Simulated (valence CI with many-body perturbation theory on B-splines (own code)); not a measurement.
# Sm⁵⁶⁺: calculated level list

Calculated by configuration interaction combined with many-body perturbation theory (CI+MBPT): four valence electrons over a frozen Dirac-Fock core [He], radial functions for each j: 11 s, 11 p, 9 d, 7 f, 5 g, 2 h, 1 i, with the one-electron correlation potential Σ1, the two-electron term Σ2, the three-electron term Σ3, Breit, model QED; selected CI, second order for the rest (own B-spline code, finite nucleus).

No measured spectrum was set against this ion. As an estimate, large intervals hold to a few tenths of a per cent, small ones and those within an open d or f shell to about a per cent. Among the levels kept, up to 250 cm⁻¹ of a level comes from second order outside the variational space, and about a tenth of that is noise between levels of different J, which matters for small intervals.

Levels 91 to 115 of 115, with energies above the lowest level, (2s^2 2p1/2^2) J=0. "Leading %" is the weight of the configuration and term that name the level; weights of strongly mixed levels are sums over their largest components and can fall short. In the jj column 3d3/2^4 stands for four electrons in 3d with j = 3/2. Lifetimes count E1, E2, E3, M1 and M2 decay at the calculated energies, and are blank where another channel may lead or the interval is too uncertain; long ones can be off by a factor of two.

| No. | Configuration | Term | J | E (× 10³ cm⁻¹) | Leading % | Second component | g | Lifetime | Leading jj |
| --- | --- | --- | --- | --- | --- | --- | --- | --- | --- |
| 91 | 2s 2p2 3d | 3D | 2 | 65143 | 22 | 13 % 2s 2p2 3d 5P | 1.275 | 962 as | 2s 2p1/2 2p3/2 3d3/2 (72 %) |
| 92 | 2s 2p2 3d | 5P | 1 | 65146 | 18 | 17 % 2s 2p2 3d 3P | 1.635 | 890 as | 2s 2p1/2 2p3/2 3d3/2 (57 %) |
| 93 | 2s 2p2 3p | 3P° | 0 | 65149 | 80 | 19 % 2s 2p2 3p 1S° |  | 144 fs | 2s 2p1/2 2p3/2 3p3/2 (100 %) |
| 94 | 2s 2p2 3d | 5D | 4 | 65161 | 50 | 24 % 2s 2p2 3d 3F | 1.364 | 51.2 fs | 2s 2p1/2 2p3/2 3d5/2 (88 %) |
| 95 | 2s 2p2 3p | 1D° | 2 | 65175 | 37 | 24 % 2s 2p2 3p 3D° | 1.105 | 8.15 fs | 2s 2p1/2 2p3/2 3p3/2 (96 %) |
| 96 | 2s 2p2 3p | 3S° | 1 | 65199 | 29 | 23 % 2s 2p2 3p 3D° | 1.333 | 7.44 fs | 2s 2p1/2 2p3/2 3p3/2 (90 %) |
| 97 | 2s 2p2 3p | 3P° | 1 | 65218 | 53 | 25 % 2s 2p2 3p 1P° | 1.205 | 77.3 fs | 2s 2p1/2 2p3/2 3p3/2 (98 %) |
| 98 | 2s 2p2 3d | 3F | 2 | 65305 | 28 | 23 % 2s 2p2 3d 5D | 1.225 | 2.11 fs | 2s 2p1/2 2p3/2 3d5/2 (89 %) |
| 99 | 2p3 3p | 3D | 2 | 65332 | 15 | 13 % 2p3 3p 3F | 1.230 | 2.96 fs | 2p1/2^2 2p3/2 3p1/2 (64 %) |
| 100 | 2s 2p2 3d | 3F | 3 | 65375 | 46 | 22 % 2s 2p2 3d 5P | 1.267 | 959 as | 2s 2p1/2 2p3/2 3d5/2 (89 %) |
| 101 | 2s 2p2 3d | 5P | 1 | 65378 | 19 | 14 % 2s 2p2 3d 3S | 1.685 | 4.20 fs | 2p1/2^2 2p3/2 3p1/2 (51 %) |
| 102 | 2s 2p2 3d | 3D | 1 | 65416 | 26 | 18 % 2s 2p2 3d 5D | 0.975 | 2.20 fs | 2s 2p1/2 2p3/2 3d5/2 (76 %) |
| 103 | 2s 2p2 3d | 3G | 5 | 65438 | 60 | 40 % 2s 2p2 3d 5F | 1.262 | 23.8 ps | 2s 2p1/2 2p3/2 3d5/2 (100 %) |
| 104 | 2s 2p2 3d | 3F | 2 | 65489 | 55 | 36 % 2s 2p2 3d 3P | 1.021 | 6.36 fs | 2s 2p1/2 2p3/2 3d3/2 (66 %) |
| 105 | 2s 2p2 3d | 3G | 3 | 65544 | 42 | 34 % 2s 2p2 3d 1F | 0.911 | 52.0 fs | 2s 2p1/2 2p3/2 3d3/2 (91 %) |
| 106 | 2s 2p2 3d | 3D | 3 | 65614 | 60 | 11 % 2s 2p2 3d 1F | 1.237 | 1.38 fs | 2s 2p1/2 2p3/2 3d5/2 (90 %) |
| 107 | 2s 2p2 3d | 3D | 1 | 65618 | 65 | 12 % 2s 2p2 3d 3P | 0.704 | 4.00 fs | 2s 2p1/2 2p3/2 3d3/2 (84 %) |
| 108 | 2s 2p2 3d | 3F | 4 | 65651 | 56 | 26 % 2s 2p2 3d 1G | 1.197 | 1.07 fs | 2s 2p1/2 2p3/2 3d5/2 (94 %) |
| 109 | 2s 2p2 3d | 3D | 1 | 65670 | 70 | 12 % 2s 2p2 3d 3P | 0.794 | 1.15 fs | 2s 2p1/2 2p3/2 3d5/2 (55 %) |
| 110 | 2s 2p2 3d | 3F | 2 | 65699 | 27 | 25 % 2s 2p2 3d 3D | 1.051 | 1.47 fs | 2s 2p1/2 2p3/2 3d5/2 (54 %) |
| 111 | 2s 2p2 3d | 3P | 0 | 65744 | 98 |  |  | 911 as | 2s 2p1/2 2p3/2 3d3/2 (50 %) |
| 112 | 2s 2p2 3d | 1D | 2 | 65756 | 47 | 16 % 2s 2p2 3d 3D | 0.997 | 1.30 fs | 2s 2p1/2 2p3/2 3d3/2 (77 %) |
| 113 | 2s 2p2 3d | 1P | 1 | 65817 | 59 | 25 % 2s 2p2 3d 3P | 1.058 | 1.19 fs | 2s 2p1/2 2p3/2 3d3/2 (50 %) |
| 114 | 2s 2p2 3d | 1S | 0 | 65834 | 61 | 35 % 2s 2p2 3d 3P |  | 1.37 fs | 2s 2p1/2 2p3/2 3d5/2 (50 %) |
| 115 | 2s 2p2 3d | 3D | 3 | 65974 | 41 | 27 % 2s 2p2 3d 3F | 1.229 | 5.09 fs | 2s 2p1/2 2p3/2 3d5/2 (98 %) |
